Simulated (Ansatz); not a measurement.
The same ligand exchange along the group F, Cl, Br.

Computed with Ansatz on PBE0-D4/def2-TZVP structures; ΔE is electronic, products minus reactants. CCSD(T)/CBS is the MP2 limit (def2-TZVPP, def2-QZVPP) plus CCSD(T) − MP2 in def2-TZVPP, frozen cores. This one scheme is used for every species. def2 core potentials past Kr. For Br, Se, Te outer-core shells are correlated without core-valence functions, which leaves a few kJ/mol of doubt a bond. Scalar relativity is left out up to krypton. Each species was taken in one conformer, which may not be the lowest.

```csv
reaction,CCSD(T)/def2-SVP (kJ/mol)
`F[SiH2][SeH]` + H₂Te → `[SeH][SiH2][TeH]` + H–F,77
`Cl[SiH2][SeH]` + H₂Te → `[SeH][SiH2][TeH]` + HCl,30
`[SeH][SiH2]Br` + H₂Te → `[SeH][SiH2][TeH]` + HBr,31
```

Q: Give the CCSD(T)/CBS values in the same order. (Estimate.)

A: Computed: 68, 27, 31 kJ/mol.

Largest T1 diagnostic: 0.010, for H₂Te.
